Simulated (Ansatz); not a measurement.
Cost and result for the atomization energy of CH$_{4}$BNSTe, SMILES `C=NB(S)[TeH]` (9 atoms, 8 bonds).

```xyz
9

C    -0.544   -1.714   -0.474
N     0.165   -0.726   -0.207
B     0.380    0.625   -0.090
S     1.054    1.540   -1.506
Te    0.005    1.634    1.800
H    -1.581   -1.617   -0.819
H    -0.153   -2.730   -0.371
H     1.192    2.727   -0.895
H    -0.517    0.260    2.563
```

Charge 0, multiplicity 1. Correlated methods include outer-core shells of Te, which these sets cover unevenly. Te: def2 effective core potential. All single points use the PBE0-D4/def2-TZVP geometry. It is one conformer, not always the lowest. Program: Ansatz. All runs use 4 threads of a server CPU on a shared host. Times are those of one run each, without the atoms' runs, and a repeat can differ threefold. Electronic energies, without spin–orbit coupling; frozen cores. CCSD(T)/CBS adds CCSD(T) − MP2 in def2-TZVPP to the MP2 limit, and its time is that of the two runs behind it. T1 = 0.014. With those shells the extrapolation isn't a true limit. B3LYP takes the VWN-RPA correlation (the form of Gaussian; ORCA's B3LYP/G).

CCSD(T)/CBS is a level of theory with its own doubt, some kJ/mol a heavy atom from the limit and from the frozen cores, so smaller differences don't rank the functionals.

```tsv
level	functions	wall time	atomization (kcal/mol)	difference from CCSD(T)/CBS	per bond
revPBE-D4/def2-TZVPP	241	1.1 s	769.2	8.7	1.1
BLYP-D4/def2-TZVPP	241	1.3 s	770.8	10.3	1.3
PBE0-D4/def2-TZVPP	241	1.7 s	769.2	8.7	1.1
r2SCAN-D4/def2-TZVPP (with forces)	241	2.5 s	765.9	5.4	0.7
BHLYP-D4/def2-TZVPP	241	2.5 s	735.5	-25.0	-3.1
B3LYP-D4/def2-TZVPP (with forces)	241	2.7 s	765.8	5.3	0.7
B2PLYP/def2-TZVPP	241	3.1 s	753.0	-7.5	-0.9
PBE-QIDH/def2-TZVPP	241	3.2 s	755.7	-4.8	-0.6
CCSD(T)/def2-SVP	106	3.7 s	711.1	-49.4	-6.2
ωB97M-V/def2-TZVPP (with forces)	241	5.5 s	763.4	2.9	0.4
MP2/def2-QZVPP	443	10 s	766.8	6.3	0.8
CCSD(T)/def2-TZVPP	241	71 s	734.8	-25.7	-3.2
CCSD(T)/CBS(def2)	–	81 s	760.5	0.0	0.0
```

At CCSD(T), def2-SVP lies −49.4 kcal/mol from the extrapolated value and def2-TZVPP −25.6 kcal/mol: correlation converges slowly with the basis, and small sets miss more of it in the bonded molecule than in its fragments. From r2SCAN to r2SCAN0 (25 % exact exchange), in def2-TZVPP and without D4, the atomization energy moves by −17.5 kcal/mol: exact exchange takes away binding that semilocal exchange gives to molecules. In def2-TZVPP, CCSD(T) changes the Hartree–Fock value by +214.2 kcal/mol (the triples alone add +17.4 kcal/mol) and MP2 by +231.1 kcal/mol; breaking electron pairs costs correlation energy, which Hartree–Fock lacks.

Spin–orbit coupling would lower the free Te atoms strongly, and the atomization energy with them, by more than many differences here.
